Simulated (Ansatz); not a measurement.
Relaxation of C$_{2}$H$_{4}$LiO (8 atoms, charge 0, multiplicity 2), to a largest force component of 0.02 eV/Å in at most 50 steps.

Theory: UKS CAM-B3LYP/def2-SVP (Ansatz).

```xyz
8
Properties=species:S:1:pos:R:3
Li 0.408 -1.934 0.622
C -0.178 -0.290 1.341
O -0.492 0.634 0.342
C 0.125 0.423 -0.875
H -0.729 0.088 2.210
H -0.994 1.437 0.055
H -0.136 -0.585 -1.279
H 1.223 0.478 -0.791
```

Problem. Where does it end, and by what steps?

Solution. It converged. After 10 steps the energy has fallen by 1.078 eV; Li1 moved furthest, 0.53 Å. Joined: Li1–O3, Li1–C4.

```csv
step,energy less start (eV),largest force component (eV/Å),accepted
0,0.0000,4.340,yes
1,-0.6007,1.949,yes
2,-0.9401,0.809,yes
3,-1.0051,0.891,yes
4,-1.0577,0.257,yes
5,-1.0642,0.081,yes
6,-1.0668,0.089,yes
7,-1.0746,0.263,yes
8,-1.0774,0.073,yes
9,-1.0775,0.025,yes
10,-1.0776,0.005,yes
```

```xyz
8
Properties=species:S:1:pos:R:3
Li 0.639 -1.539 0.348
C -0.380 -0.316 1.452
O -0.296 0.687 0.379
C 0.216 0.317 -0.990
H -0.953 0.187 2.250
H -1.005 1.341 0.295
H -0.301 -0.630 -1.257
H 1.308 0.202 -0.853
```

Run time: 30 s on 2 threads of Arm Neoverse V1, on a shared host, peak memory 0.2 GiB.
